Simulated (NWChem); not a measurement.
System: YCl3; SMILES [Cl][Y]([Cl])[Cl]

Output (shortened):

```
             Northwest Computational Chemistry Package (NWChem) 7.3.0
             --------------------------------------------------------

                             Geometry "geometry" -> ""
                             -------------------------

 Output coordinates in angstroms (scale by  1.889725989 to convert to a.u.)

  No.       Tag          Charge          X              Y              Z
 ---- ---------------- ---------- -------------- -------------- --------------
    1 Y                   39.0000     0.06691000     0.19582900     0.12529400
    2 Cl                  17.0000     2.38926500    -0.20310300    -0.49778400
    3 Cl                  17.0000    -0.83539200    -0.78913000     2.16406400
    4 Cl                  17.0000    -1.35278400     1.58306100    -1.28907300

 Effective nuclear repulsion energy (a.u.)     540.5142423350

                                 NWChem DFT Module
                                 -----------------

 Summary of "ao basis" -> "ao basis" (spherical)
 ------------------------------------------------------------------------------
       Tag                 Description            Shells   Functions and Types
 ---------------- ------------------------------  ------  ---------------------
 Y                          def2-svp                11       31   5s3p2d1f
 Cl                         def2-svp                 8       18   4s3p1d

            General Information
            -------------------
          SCF calculation type: DFT
          Wavefunction type:  closed shell.
          No. of atoms     :     4
          No. of electrons :    62
           Alpha electrons :    31
            Beta electrons :    31
          Charge           :     0
          Spin multiplicity:     1
          Use of symmetry is: off; symmetry adaption is: off
          Maximum number of iterations: 150
          AO basis - number of functions:    85
                     number of shells:    35
          Convergence on energy requested:  1.00D-06
          Convergence on density requested:  1.00D-05
          Convergence on gradient requested:  5.00D-04

              XC Information
              --------------
                         B3LYP Method XC Potential
                     Hartree-Fock (Exact) Exchange  0.200
                        Slater Exchange Functional  0.800 local
                    Becke 1988 Exchange Functional  0.720 non-local
              Lee-Yang-Parr Correlation Functional  0.810
                  VWN I RPA Correlation Functional  0.190 local

             Grid Information
             ----------------
          Grid used for XC integration:  medium
          Radial quadrature: Mura-Knowles
          Angular quadrature: Lebedev.
          Tag              B.-S. Rad. Rad. Pts. Rad. Cut. Ang. Pts.
          ---              ---------- --------- --------- ---------
          Y                   1.80      123          10.0       590
          Cl                  1.00       88          10.0       590
          Grid pruning is: on
          Number of quadrature shells:   387
          Spatial weights used:  Erf1

      Superposition of Atomic Density Guess
      -------------------------------------

 Sum of atomic energies:       -1421.62803306

      Non-variational initial energy
      ------------------------------

 Total energy =   -1415.974354
 1-e energy   =   -2426.433305
 2-e energy   =     779.980813
 HOMO         =      -0.456417
 LUMO         =      -0.076686

   convergence    iter        energy       DeltaE   RMS-Dens  Diis-err
 ---------------- ----- ----------------- --------- --------- ---------
 d= 0,ls=0.0,diis     1  -1418.6898294462 -1.65D+03  2.77D-02  7.27D-01
 d= 0,ls=0.0,diis     2  -1418.2701781937  4.20D-01  1.80D-02  3.66D+00
 d= 0,ls=0.0,diis     3  -1418.8141470921 -5.44D-01  6.89D-04  1.82D-03
 d= 0,ls=0.0,diis     4  -1418.8145143639 -3.67D-04  1.29D-04  1.15D-04
 d= 0,ls=0.0,diis     5  -1418.8145361261 -2.18D-05  2.60D-05  4.46D-06
 d= 0,ls=0.0,diis     6  -1418.8145367914 -6.65D-07  5.27D-06  1.36D-07

[...]

                                NWChem TDDFT Module
                                -------------------

            General Information
            -------------------
           No. of orbitals :     170
            Alpha orbitals :      85
             Beta orbitals :      85
        Alpha frozen cores :       0
         Beta frozen cores :       0
     Alpha frozen virtuals :       0
      Beta frozen virtuals :       0
         Spin multiplicity :       1
    Number of AO functions :      85
        Use of symmetry is : off
      Symmetry adaption is : off
         Schwarz screening :  0.10D-07

              XC Information
              --------------
                  B3LYP Method XC Potential
              Hartree-Fock (Exact) Exchange   0.20
                 Slater Exchange Functional   0.80 local
             Becke 1988 Exchange Functional   0.72 non-local
       Lee-Yang-Parr Correlation Functional   0.81
           VWN I RPA Correlation Functional   0.19 local

             TDDFT Information
             -----------------
          Calculation type : TDDFT
         Wavefunction type : Restricted singlets
          No. of electrons :      62
           Alpha electrons :      31
            Beta electrons :      31
              No. of roots :       6
          Max subspacesize :    5200
            Max iterations :     100
               Target root :       1
           Target symmetry : none
      Symmetry restriction : off
                 Algorithm : Optimal
        Davidson threshold :  0.10D-03

    6 smallest eigenvalue differences (eV)
--------------------------------------------------------
  No. Spin  Occ  Vir  Irrep   E(Occ)    E(Vir)   E(Diff)
--------------------------------------------------------
    1    1   31   32 a        -0.319    -0.118     5.464
    2    1   30   32 a        -0.329    -0.118     5.728
    3    1   29   32 a        -0.329    -0.118     5.729
    4    1   28   32 a        -0.329    -0.118     5.743
    5    1   27   32 a        -0.336    -0.118     5.941
    6    1   26   32 a        -0.336    -0.118     5.941
--------------------------------------------------------

  Entering Davidson iterations
  Restricted singlet excited states

  Iter   NTrls   NConv    DeltaV     DeltaE      Time
  ----  ------  ------  ---------  ---------  ---------
    1      6       0     0.53E-01   0.10+100        6.4
    2     18       0     0.98E-02   0.11E-02       10.0
    3     30       0     0.22E-02   0.81E-04       10.3
    4     42       0     0.79E-03   0.45E-05       10.3
    5     54       1     0.22E-03   0.43E-06       10.3
    6     64       6     0.76E-04   0.40E-07        9.1
  ----  ------  ------  ---------  ---------  ---------
  Convergence criterion met

  Ground state a       -1418.814536791424 a.u.

  ----------------------------------------------------------------------------
  Root   1 singlet a              0.163641218 a.u.                4.4529 eV
  ----------------------------------------------------------------------------
     Transition Moments    X  0.00005   Y -0.00002   Z  0.00001
     Dipole Oscillator Strength                    0.0000000003
     Electric Quadrupole                           0.0000000000
     Magnetic Dipole                               0.0000002498
     Total Oscillator Strength                     0.0000002501

     Occ.   31  a   ---  Virt.   32  a    0.99925 X
  ----------------------------------------------------------------------------
  Root   2 singlet a              0.172901691 a.u.                4.7049 eV
  ----------------------------------------------------------------------------
     Transition Moments    X -0.10574   Y  0.08773   Z -0.08098
     Dipole Oscillator Strength                    0.0029318851
     Electric Quadrupole                           0.0000000144
     Magnetic Dipole                               0.0000000005
     Total Oscillator Strength                     0.0029319001

     Occ.   30  a   ---  Virt.   32  a    0.99892 X
  ----------------------------------------------------------------------------
  Root   3 singlet a              0.172908764 a.u.                4.7051 eV
  ----------------------------------------------------------------------------
     Transition Moments    X -0.11071   Y -0.03196   Z  0.11001
     Dipole Oscillator Strength                    0.0029256465
     Electric Quadrupole                           0.0000000144
     Magnetic Dipole                               0.0000000005
     Total Oscillator Strength                     0.0029256614

     Occ.   29  a   ---  Virt.   32  a    0.99892 X
  ----------------------------------------------------------------------------
  Root   4 singlet a              0.175080407 a.u.                4.7642 eV
  ----------------------------------------------------------------------------
     Transition Moments    X -0.19379   Y -0.56512   Z -0.35919
     Dipole Oscillator Strength                    0.0567186250
     Electric Quadrupole                           0.0000000039
     Magnetic Dipole                               0.0000000000
     Total Oscillator Strength                     0.0567186289

     Occ.   28  a   ---  Virt.   32  a    0.99853 X
  ----------------------------------------------------------------------------
  Root   5 singlet a              0.179570029 a.u.                4.8864 eV
  ----------------------------------------------------------------------------
     Transition Moments    X -0.00012   Y -0.00056   Z -0.00079
     Dipole Oscillator Strength                    0.0000001142
     Electric Quadrupole                           0.0000000787
     Magnetic Dipole                               0.0000019549
     Total Oscillator Strength                     0.0000021477

[...]
```

Level: B3LYP/def2-SVP with def2 effective core potentials on Y, full TDDFT. Coordinates come from a PBE0/def2-SVP optimisation. B3LYP is NWChem's, with the RPA form of VWN correlation. def2 effective core potentials on Y; no spin-orbit coupling.

Q: Write an input that gives this output.

A: This is not unique; one that fits is the input that was run:
```
start job
memory heap 200 mb stack 900 mb global 1100 mb
geometry units angstroms noautosym nocenter noautoz
  Y      0.066910     0.195829     0.125294
  Cl     2.389265    -0.203103    -0.497784
  Cl    -0.835392    -0.789130     2.164064
  Cl    -1.352784     1.583061    -1.289073
end
basis spherical
  * library def2-svp
end
ecp
  Y library def2-ecp
end
dft
  xc b3lyp
  iterations 150
end
tddft
  nroots 6
  notriplet
end
task tddft energy
```
